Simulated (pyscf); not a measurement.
# O=Zr(F)–Cl, singlet

Gas-phase minimum from PySCF at ωB97X-D3(BJ)/def2-SVP, one conformer. 

```
Zr
O 1 1.7275
F 1 1.9321 2 113.33
Cl 1 2.3925 2 116.72 3 -160.39
```

Properties at ωB97X-D3(BJ)/def2-SVP:

```json
{
  "harmonic_wavenumbers_unscaled": "42, 126, 218, 405, 670, 1012 cm⁻¹",
  "zero_point_energy": "3.5 kcal/mol",
  "rotational_symmetry_number": "1",
  "Entropy of this conformer at 298 K and 1 atm, rigid rotor and harmonic oscillator, modes under 100 cm⁻¹ raised to 100": "326.3 J/(mol K)",
  "dipole_moment": "2.45 D"
}
```

Single-point totals, which compare only within one level (frozen core for MP2 and CC):

```
level                   total energy (hartree)
----------------------  ----------------------
ωB97X-D3(BJ)/def2-TZVP              -682.65403
PBE/def2-TZVP                       -682.27829
r²SCAN/def2-TZVP                    -682.53600
B3LYP-D3(BJ)/def2-TZVP              -682.65045
PBE0-D3(BJ)/def2-TZVP               -682.27648
M06-2X/def2-TZVP                    -682.43295
ωB97M-D3(BJ)/def2-TZVP              -682.65477
HF/def2-TZVPP                       -680.62255
MP2/def2-TZVPP                      -681.65287
CCSD/def2-TZVPP                     -681.64302
CCSD(T)/def2-TZVPP                  -681.69052
```

The lowest mode is so soft that the shape along it may change with the basis. The CCSD(T) − MP2 part came from Ansatz, without density fitting, on the same reference. The frozen core leaves the outer d or s,p core shells of the metals and heavy elements correlated in the MP2 and CC values, and def2-TZVPP describes them poorly, so these totals are far from the basis limit. Elements past Kr carry the def2 core potentials, without spin-orbit coupling.
